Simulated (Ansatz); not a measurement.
Ansatz (a quantum-chemistry and plane-wave program) input (B3LYP-D3(BJ)/def2-TZVP):

Ansatz 0.2 input:
```yaml
crystal:
  periodic: [false, false, false]
  atoms:
    - {symbol: C, position_ang: [3.16962143, 0.17341571, -0.04863597]}
    - {symbol: C, position_ang: [1.83762336, -0.40252042, 0.42256676]}
    - {symbol: C, position_ang: [0.63126389, 0.27734255, -0.22100389]}
    - {symbol: C, position_ang: [-0.70580025, -0.28973673, 0.24932595]}
    - {symbol: C, position_ang: [-1.89920491, 0.38863199, -0.40666742]}
    - {symbol: O, position_ang: [-3.15095919, -0.09492764, 0.07046537]}
    - {symbol: H, position_ang: [3.28351635, 0.06643032, -1.13014029]}
    - {symbol: H, position_ang: [4.01347116, -0.33033519, 0.42616197]}
    - {symbol: H, position_ang: [3.24228494, 1.23801926, 0.18649859]}
    - {symbol: H, position_ang: [1.76248116, -0.31118897, 1.51081349]}
    - {symbol: H, position_ang: [1.80392986, -1.47495538, 0.20472148]}
    - {symbol: H, position_ang: [0.70564957, 0.18547606, -1.31045777]}
    - {symbol: H, position_ang: [0.66578459, 1.35083523, -0.00421456]}
    - {symbol: H, position_ang: [-0.79731862, -0.18649518, 1.33445359]}
    - {symbol: H, position_ang: [-0.74104193, -1.36453734, 0.03244710]}
    - {symbol: H, position_ang: [-1.83530440, 0.28690060, -1.49829904]}
    - {symbol: H, position_ang: [-1.89632263, 1.45649384, -0.18008232]}
    - {symbol: H, position_ang: [-3.20047779, -1.04002092, -0.10913799]}
basis:
  gaussian:
    orbitals: def2-TZVP
hamiltonian:
  xc: b3lyp
  dispersion: d3bj
phonons: {temperatures: {t_min: 298.15, t_max: 298.15, t_step: 100}}
```

Output:

```
Functional definition: B3LYP
integrals: 0.19 GiB planned
1579 factors; their error is unknown
0.34 GiB of the device are held for the grids
1.47 GiB of device memory are held for the factors and their scratch space
mean field: 1.45 GiB planned
mean field evaluation 1: about -7415.1271 eV, gradient 8.5e1 eV
mean field evaluation 2: about -7403.0174 eV, gradient 1.1e2 eV
mean field evaluation 4: about -7431.2107 eV, gradient 6.9e0 eV
mean field evaluation 8: about -7431.2998 eV, gradient 6.1e-2 eV
mean field evaluation 16: about -7431.2579 eV, gradient 1.7e-4 eV
mean field -7431.25794149 eV, -273.0936922622 hartree, gradient 1.7e-5 eV, S^2 0.000000; 0 other end points of the search recorded, 0 dependent functions left out
the calculation of the forces begins
reference -7431.25827345 eV, -273.0937044615 hartree; 25, 25 occupied and 233, 233 virtual orbitals, 1579 factors
these checks for a lower state are left out or cut short: stability, starts, cluster_reference, orbital_swaps, neighbouring_geometries, increment
integrals: 0.19 GiB planned
1579 factors; their error is unknown
0.34 GiB of the device are held for the grids
1.47 GiB of device memory are held for the factors and their scratch space
mean field: 1.45 GiB planned
mean field -7431.25784512 eV, -273.0936887208 hartree, gradient 2.2e-6 eV, S^2 0.000000; 0 other end points of the search recorded, 0 dependent functions left out
the calculation of the forces begins
reference -7431.25817700 eV, -273.0937009172 hartree; 25, 25 occupied and 233, 233 virtual orbitals, 1579 factors
these checks for a lower state are left out or cut short: stability, starts, cluster_reference, orbital_swaps, neighbouring_geometries, increment
integrals: 0.19 GiB planned
1579 factors; their error is unknown
0.34 GiB of the device are held for the grids
1.47 GiB of device memory are held for the factors and their scratch space
mean field: 1.45 GiB planned
mean field evaluation 32: about -7431.2577 eV, gradient 1.2e-6 eV
mean field -7431.25773831 eV, -273.0936847954 hartree, gradient 2.2e-6 eV, S^2 0.000000; 0 other end points of the search recorded, 0 dependent functions left out
the calculation of the forces begins
reference -7431.25807035 eV, -273.0936969977 hartree; 25, 25 occupied and 233, 233 virtual orbitals, 1579 factors
these checks for a lower state are left out or cut short: stability, starts, cluster_reference, orbital_swaps, neighbouring_geometries, increment
integrals: 0.19 GiB planned
1579 factors; their error is unknown
0.34 GiB of the device are held for the grids
1.47 GiB of device memory are held for the factors and their scratch space
mean field: 1.45 GiB planned
mean field -7431.25777730 eV, -273.0936862283 hartree, gradient 2.2e-6 eV, S^2 0.000000; 0 other end points of the search recorded, 0 dependent functions left out
the calculation of the forces begins
reference -7431.25810923 eV, -273.0936984266 hartree; 25, 25 occupied and 233, 233 virtual orbitals, 1579 factors
these checks for a lower state are left out or cut short: stability, starts, cluster_reference, orbital_swaps, neighbouring_geometries, increment
integrals: 0.19 GiB planned
1579 factors; their error is unknown
0.34 GiB of the device are held for the grids
1.47 GiB of device memory are held for the factors and their scratch space
mean field: 1.45 GiB planned
mean field -7431.25777319 eV, -273.0936860772 hartree, gradient 2.2e-6 eV, S^2 0.000000; 0 other end points of the search recorded, 0 dependent functions left out
[...]
these checks for a lower state are left out or cut short: stability, starts, cluster_reference, orbital_swaps, neighbouring_geometries, increment
integrals: 0.19 GiB planned
1579 factors; their error is unknown
0.34 GiB of the device are held for the grids
1.47 GiB of device memory are held for the factors and their scratch space
mean field: 1.45 GiB planned
mean field -7431.25786799 eV, -273.0936895610 hartree, gradient 2.2e-6 eV, S^2 0.000000; 0 other end points of the search recorded, 0 dependent functions left out
the calculation of the forces begins
reference -7431.25820001 eV, -273.0937017628 hartree; 25, 25 occupied and 233, 233 virtual orbitals, 1579 factors
these checks for a lower state are left out or cut short: stability, starts, cluster_reference, orbital_swaps, neighbouring_geometries, increment
integrals: 0.19 GiB planned
1579 factors; their error is unknown
0.34 GiB of the device are held for the grids
1.47 GiB of device memory are held for the factors and their scratch space
mean field: 1.45 GiB planned
mean field -7431.25782040 eV, -273.0936878122 hartree, gradient 2.2e-6 eV, S^2 0.000000; 0 other end points of the search recorded, 0 dependent functions left out
the calculation of the forces begins
reference -7431.25815229 eV, -273.0937000090 hartree; 25, 25 occupied and 233, 233 virtual orbitals, 1579 factors
these checks for a lower state are left out or cut short: stability, starts, cluster_reference, orbital_swaps, neighbouring_geometries, increment
integrals: 0.19 GiB planned
1579 factors; their error is unknown
0.34 GiB of the device are held for the grids
1.47 GiB of device memory are held for the factors and their scratch space
mean field: 1.45 GiB planned
mean field -7431.25791882 eV, -273.0936914291 hartree, gradient 2.2e-6 eV, S^2 0.000000; 0 other end points of the search recorded, 0 dependent functions left out
the calculation of the forces begins
reference -7431.25825079 eV, -273.0937036287 hartree; 25, 25 occupied and 233, 233 virtual orbitals, 1579 factors
these checks for a lower state are left out or cut short: stability, starts, cluster_reference, orbital_swaps, neighbouring_geometries, increment
integrals: 0.19 GiB planned
1579 factors; their error is unknown
0.34 GiB of the device are held for the grids
1.47 GiB of device memory are held for the factors and their scratch space
mean field: 1.45 GiB planned
mean field -7431.25792421 eV, -273.0936916270 hartree, gradient 2.2e-6 eV, S^2 0.000000; 0 other end points of the search recorded, 0 dependent functions left out
the calculation of the forces begins
reference -7431.25825616 eV, -273.0937038260 hartree; 25, 25 occupied and 233, 233 virtual orbitals, 1579 factors
these checks for a lower state are left out or cut short: stability, starts, cluster_reference, orbital_swaps, neighbouring_geometries, increment
integrals: 0.19 GiB planned
1579 factors; their error is unknown
0.34 GiB of the device are held for the grids
1.47 GiB of device memory are held for the factors and their scratch space
mean field: 1.45 GiB planned
mean field evaluation 736: about -7431.2572 eV, gradient 7.1e-1 eV
mean field -7431.25789909 eV, -273.0936907041 hartree, gradient 2.2e-6 eV, S^2 0.000000; 0 other end points of the search recorded, 0 dependent functions left out
the calculation of the forces begins
reference -7431.25823103 eV, -273.0937029024 hartree; 25, 25 occupied and 233, 233 virtual orbitals, 1579 factors
these checks for a lower state are left out or cut short: stability, starts, cluster_reference, orbital_swaps, neighbouring_geometries, increment
integrals: 0.19 GiB planned
1579 factors; their error is unknown
0.34 GiB of the device are held for the grids
1.47 GiB of device memory are held for the factors and their scratch space
mean field: 1.45 GiB planned
mean field -7431.25795545 eV, -273.0936927753 hartree, gradient 2.2e-6 eV, S^2 0.000000; 0 other end points of the search recorded, 0 dependent functions left out
the calculation of the forces begins
reference -7431.25828744 eV, -273.0937049756 hartree; 25, 25 occupied and 233, 233 virtual orbitals, 1579 factors
these checks for a lower state are left out or cut short: stability, starts, cluster_reference, orbital_swaps, neighbouring_geometries, increment
integrals: 0.19 GiB planned
1579 factors; their error is unknown
0.34 GiB of the device are held for the grids
1.47 GiB of device memory are held for the factors and their scratch space
mean field: 1.45 GiB planned
mean field -7431.25777700 eV, -273.0936862174 hartree, gradient 2.2e-6 eV, S^2 0.000000; 0 other end points of the search recorded, 0 dependent functions left out
the calculation of the forces begins
reference -7431.25810897 eV, -273.0936984171 hartree; 25, 25 occupied and 233, 233 virtual orbitals, 1579 factors
these checks for a lower state are left out or cut short: stability, starts, cluster_reference, orbital_swaps, neighbouring_geometries, increment
integrals: 0.19 GiB planned
1579 factors; their error is unknown
0.34 GiB of the device are held for the grids
1.47 GiB of device memory are held for the factors and their scratch space
mean field: 1.45 GiB planned
mean field -7431.25780296 eV, -273.0936871713 hartree, gradient 2.2e-6 eV, S^2 0.000000; 0 other end points of the search recorded, 0 dependent functions left out
the calculation of the forces begins
reference -7431.25813491 eV, -273.0936993702 hartree; 25, 25 occupied and 233, 233 virtual orbitals, 1579 factors
these checks for a lower state are left out or cut short: stability, starts, cluster_reference, orbital_swaps, neighbouring_geometries, increment
integrals: 0.19 GiB planned
1579 factors; their error is unknown
0.34 GiB of the device are held for the grids
1.47 GiB of device memory are held for the factors and their scratch space
mean field: 1.45 GiB planned
mean field evaluation 768: about -7431.2579 eV, gradient 2.2e-6 eV
mean field -7431.25793141 eV, -273.0936918917 hartree, gradient 2.2e-6 eV, S^2 0.000000; 0 other end points of the search recorded, 0 dependent functions left out
the calculation of the forces begins
reference -7431.25826338 eV, -273.0937040916 hartree; 25, 25 occupied and 233, 233 virtual orbitals, 1579 factors
these checks for a lower state are left out or cut short: stability, starts, cluster_reference, orbital_swaps, neighbouring_geometries, increment
integrals: 0.19 GiB planned
1579 factors; their error is unknown
0.34 GiB of the device are held for the grids
1.47 GiB of device memory are held for the factors and their scratch space
mean field: 1.45 GiB planned
mean field -7431.25793419 eV, -273.0936919939 hartree, gradient 2.2e-6 eV, S^2 0.000000; 0 other end points of the search recorded, 0 dependent functions left out
the calculation of the forces begins
reference -7431.25826613 eV, -273.0937041926 hartree; 25, 25 occupied and 233, 233 virtual orbitals, 1579 factors
Total energy: -7431.83469263 eV, -273.1148874757 hartree
Atom 0 at     3.169621     0.173416    -0.048636 Å, force     0.000032     0.000092    -0.000052 eV/Å
Atom 1 at     1.837623    -0.402520     0.422567 Å, force    -0.000019    -0.000193     0.000084 eV/Å
Atom 2 at     0.631264     0.277343    -0.221004 Å, force    -0.000034     0.000169    -0.000067 eV/Å
Atom 3 at    -0.705800    -0.289737     0.249326 Å, force     0.000170    -0.000069     0.000116 eV/Å
Atom 4 at    -1.899205     0.388632    -0.406667 Å, force    -0.000514    -0.000239    -0.000022 eV/Å
Atom 5 at    -3.150959    -0.094928     0.070465 Å, force     0.000207     0.000360     0.000036 eV/Å
Atom 6 at     3.283516     0.066430    -1.130140 Å, force     0.000015     0.000012    -0.000042 eV/Å
Atom 7 at     4.013471    -0.330335     0.426162 Å, force    -0.000019    -0.000012     0.000014 eV/Å
Atom 8 at     3.242285     1.238019     0.186499 Å, force     0.000014     0.000049     0.000008 eV/Å
Atom 9 at     1.762481    -0.311189     1.510813 Å, force    -0.000032    -0.000009    -0.000004 eV/Å
Atom 10 at     1.803930    -1.474955     0.204721 Å, force     0.000001    -0.000052     0.000025 eV/Å
Atom 11 at     0.705650     0.185476    -1.310458 Å, force     0.000046    -0.000009     0.000003 eV/Å
Atom 12 at     0.665785     1.350835    -0.004215 Å, force     0.000035     0.000088    -0.000036 eV/Å
Atom 13 at    -0.797319    -0.186495     1.334454 Å, force    -0.000018    -0.000011     0.000007 eV/Å
Atom 14 at    -0.741042    -1.364537     0.032447 Å, force    -0.000112    -0.000012    -0.000011 eV/Å
Atom 15 at    -1.835304     0.286901    -1.498299 Å, force     0.000062    -0.000002     0.000014 eV/Å
Atom 16 at    -1.896323     1.456494    -0.180082 Å, force     0.000061    -0.000047     0.000027 eV/Å
Atom 17 at    -3.200478    -1.040021    -0.109138 Å, force     0.000104    -0.000114    -0.000098 eV/Å
Dipole moment:     0.282827    -0.200916    -0.123859 e Å
Vibrations: 77.59 97.31 133.73 156.62 244.75 279.61 326.87 360.33 502.20 740.22 773.14 858.95 900.41 984.83 1013.21 1027.15 1067.08 1072.99 1114.29 1148.98 1226.70 1270.09 1294.87 1327.67 1335.08 1351.13 1383.50 1403.40 1415.70 1422.06 1487.74 1489.46 1498.85 1499.83 1510.54 1519.02 2979.04 2996.60 3002.86 3015.16 3021.76 3026.17 3041.21 3054.96 3076.15 3085.00 3091.05 3796.37 cm⁻¹, zero-point energy 4.494566 eV
```
